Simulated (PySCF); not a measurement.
Simulated F 1s region for cis-Si(NH3)2F4 (`N->[Si](<-N)(F)(F)(F)F`), binding energy against the vacuum level.

Every computed line was given a Gaussian of 1.0 eV full width at half maximum and an area set by the number of equivalent atoms; the highest printed point is 100. Level of theory: PySCF, delta-SCF UKS SCAN, pcX-2 on the ionised atom, pcseg-1 elsewhere, spin-free X2C.

binding energy (eV), intensity and a bar:
```
    689.5          0 
    689.6          0 
    689.7          1 
    689.8          2 
    689.9          3 #
    690.0          5 ##
    690.1          9 ###
    690.2         15 ####
    690.3         23 #######
    690.4         33 ##########
    690.5         46 ##############
    690.6         60 ##################
    690.7         74 ######################
    690.8         86 ##########################
    690.9         95 #############################
    691.0        100 ##############################
    691.1         99 ##############################
    691.2         93 ############################
    691.3         83 #########################
    691.4         70 #####################
    691.5         55 #################
    691.6         42 ############
    691.7         30 #########
    691.8         20 ######
    691.9         13 ####
    692.0          8 ##
    692.1          4 #
    692.2          2 #
    692.3          1 
    692.4          1 
    692.5          0
```

Problem. Count the maxima, the lines and the sites behind this envelope.

Solution. The curve has 1 maximum (at 691.0 eV). Under it lie 2 lines from 2 inequivalent fluorine sites. At this width some lines have no maximum of their own.

Problem. Decompose the envelope and assign each component. Bonds: Si1–N2, Si1–F6, Si1–N7, Si1–F11, Si1–F12, Si1–F13. Hydrogens: H3, H4, H5 on N2; H8, H9, H10 on N7.

Solution. 
```json
{"position (eV)": "691.00", "relative area": "2", "line": "F 1s", "atoms": "F6/F11", "environment": "fluorine bonded to Si"}
{"position (eV)": "691.07", "relative area": "2", "line": "F 1s", "atoms": "F12/F13", "environment": "fluorine bonded to Si"}
```

Problem. What are the centre and the root-mean-square width of the whole band?

Solution. The area-weighted mean of the lines is 691.04 eV. Their own spread about it is 0.04 eV (rms) and each Gaussian has σ = 1.0/2.355 = 0.42 eV; the variances add, which gives 0.43 eV.

Problem. Above which line width would these two lines show one maximum?

Solution. Two equal Gaussians merge once their distance is under 2σ = FWHM/1.177. With 0.07 eV between them that is a full width over 0.08 eV.

The 2 F 1s values lie within 0.07 eV of each other; Gaussian lines of 0.5 eV full width would blend them into one maximum.

Shake-up satellites, vibrational structure and lifetime widths aren't simulated. The first atom of each set that the bonding makes equivalent was ionised and stands for the set. Isolated species at its PBE0-D3(BJ)/def2-SVP geometry, gas phase.
